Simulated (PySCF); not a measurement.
F₄Hf, SMILES [F][Hf+]([F])([F])[F] (connectivity only; charge and spin as stated), charge +1, multiplicity 2.

Geometry: PBE-D3(BJ)/def2-SVP. The spin state was assumed, not searched. The def2 effective core potentials stand for the cores of Hf; spin–orbit coupling is left out.

Level of theory: PBE-D3(BJ)/def2-SVP in PySCF.

Frequencies are harmonic and unscaled.

Computed harmonic wavenumbers and intensities:
```csv
mode,ν (cm⁻¹),IR (km/mol),moving atoms (share of kinetic energy)
1,38,37.0,"F 79 %, Hf 21 %"
2,119,0.0,F 100 %
3,119,7.9,"F 85 %, Hf 15 %"
4,160,7.4,F 94 %
5,227,4.9,F 93 %
6,414,6.3,F 92 %
7,558,34.2,"F 89 %, Hf 11 %"
8,713,36.8,F 94 %
9,717,102.5,"F 86 %, Hf 14 %"
```
